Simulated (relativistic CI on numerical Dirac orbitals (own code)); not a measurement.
# Re4+: L2,3 absorption edge

Computed with this model: Dirac-Coulomb-Breit CI, orbitals from a KLI potential per configuration, QED by a radiative potential, multiplet model of core-to-valence dipole absorption, unscaled Slater integrals; configurations [Xe] 4f14 5d3 → [He] 2s2 2p5 3s2 3p6 3d10 4s2 4p6 4d10 4f14 5s2 5p6 5d4; 10 K; Lorentzian 5 eV and Gaussian 1 eV FWHM. Energies are those of the free ion, without screening or charge transfer. The branching ratio is the share of the lower-energy edge in the whole absorption, uncertain by about 0.02 where the edges overlap. S is read from ⟨S²⟩ = S(S + 1).

Field parameters in Wybourne normalisation: D3d B²₀ = −7Dσ, B⁴₀ = −14Dq − 21Dτ, B⁴₃ = −14√(10/7) Dq. The field is a parameter set, without covalency.

free ion: ground-state S = 1.43, centroid 10756.86 eV, branching ratio 0.846. Peaks (eV, height): 10538.0 (100), 11961.5 (15).

D3d, 10Dq = 27150, Dσ = 1080, Dτ = 420 cm⁻¹: ground-state S = 1.47, centroid 10888.06 eV, branching ratio 0.755. Peaks (eV, height): 10538.5 (100), 11962.0 (32).

D3d, 10Dq = 44700, Dσ = 720, Dτ = 130 cm⁻¹: ground-state S = 1.48, centroid 10907.01 eV, branching ratio 0.742. Peaks (eV, height): 10539.5 (100), 11961.5 (34).

The statistical ratio of this edge is 2/3 = 0.667. Values above it arise where the holes sit mainly in the j = l + 1/2 valence subshell or the ground state has high spin; values below it where core-valence Coulomb terms move weight to the upper edge, as in nearly empty shells. At deep edges of heavy elements the radial integrals of the two core levels differ, which raises the baseline.

Strongest unbroadened transitions for D3d, 10Dq = 44700, Dσ = 720, Dτ = 130 cm⁻¹:

| Energy (eV) | Relative strength |
| --- | --- |
| 10535.93 | 54.8 |
| 10536.47 | 20.1 |
| 10536.51 | 95.8 |
| 10539.37 | 35.0 |
| 10539.38 | 33.7 |
| 10539.57 | 100.0 |
| 10539.60 | 68.7 |
| 10539.68 | 31.7 |
| 10539.69 | 47.4 |
| 10541.45 | 22.7 |
| 10541.48 | 19.2 |
| 11960.15 | 32.3 |
| 11960.54 | 27.9 |
| 11960.71 | 41.1 |
| 11961.09 | 18.5 |
| 11961.14 | 20.0 |
| 11963.84 | 18.9 |
| 11963.87 | 44.1 |
